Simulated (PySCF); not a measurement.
# Frontier orbitals and the lowest excitations

C3H5Cl3OSi.
Geometry (PBE0-D3(BJ)/def2-SVP, Å), atoms numbered from 1 in this order:
```
atom  x, y, z in Å
C1    -1.1098   -0.7679   -1.0972
C2    -1.0233   -0.1234    0.0703
O3     0.1053    0.1151    0.7539
Si4    1.6855   -0.2666    0.3084
C5    -2.2097    0.4566    0.8203
Cl6   -3.7489    0.1800   -0.0079
Cl7   -1.9607    2.2139    1.0034
Cl8   -2.2822   -0.2896    2.4385
H9    -2.0712   -0.9156   -1.5829
H10   -0.2144   -1.1598   -1.5854
H11    2.0161    0.3998   -0.9848
H12    1.8266   -1.7441    0.1592
H13    2.5288    0.2475    1.4150
```

Theory: TDDFT CAM-B3LYP/def2-SVPD, vertical, gas phase, core orbitals frozen in the response (PySCF).

Frontier orbitals with the atoms that hold most of them (Löwdin shares over 4%, at most four atoms; ? is withheld):

```tsv
orbital	ε (eV)	atoms
LUMO+2	0.69	Si4 31%, H12 10%, H11 10%, H13 9%
LUMO+1	0.31	Cl8 26%, Cl6 24%, Cl7 24%, C5 22%
LUMO	?	?
HOMO	-8.93	?
HOMO-1	-10.10	Cl8 35%, Cl7 35%, Cl6 29%
HOMO-2	-10.43	Cl6 39%, Cl7 23%, Cl8 22%, O3 7%
HOMO-3	-10.47	Cl8 41%, Cl7 37%, Cl6 8%, O3 6%
```

Question: Which atoms hold the LUMO, and with what shares?

Answer: C1 (bonded to C and 2 H) 20%; C2 (bonded to 2 C and O) 18%; Cl7 (bonded to C) 17%; C5 (bonded to C and 3 Cl) 15%. By element: carbon 53%, chlorine 17% or more.

Question: Give the leading atoms of the HOMO.

Answer: C1 (bonded to C and 2 H) 35%; C2 (bonded to 2 C and O) 26%; O3 (bonded to C and Si) 22%. By element: carbon 61% or more, oxygen 22%.

Question: What is the LUMO energy, and the HOMO–LUMO gap?

Answer: ε(LUMO) = 0.12 eV; the gap is 9.05 eV (0.3326 hartree).

Question: The HOMO–LUMO gap is 9.05 eV. Where does the response calculation put the lowest singlet, and from which orbitals?

Answer: S1 is at 6.21 eV (f = 0.193), 2.84 eV below the gap, made of HOMO→LUMO (96%). Without the coupling terms of the response equations the lowest excitation would equal the gap.

Question: One configuration dominates each of S1, S2 and S3. Which, and how do the shares of the two leading atoms of either orbital change from the occupied to the empty one?

Answer: 
- S1 (6.21 eV, f 0.193), HOMO→LUMO (96%): C1 35% → 20%, C2 26% → 18%
- S2 (6.31 eV, f 0.0014), HOMO→LUMO+1 (82%): C1 35% → at most 4%, C2 26% → at most 4%, Cl8 at most 4% → 26%, Cl6 at most 4% → 24%
- S3 (6.49 eV, f 0.0001), HOMO-1→LUMO+1 (70%): Cl8 35% → 26%, Cl7 35% → 24%, Cl6 29% → 24%

Orbitals of the list HOMO-3 to LUMO+2 that lie within 0.01 eV of each other are written together with a slash and their weights summed (≥ marks a lower bound); for degenerate orbitals outside that list single weights are arbitrary.

One conformer stands for the species.
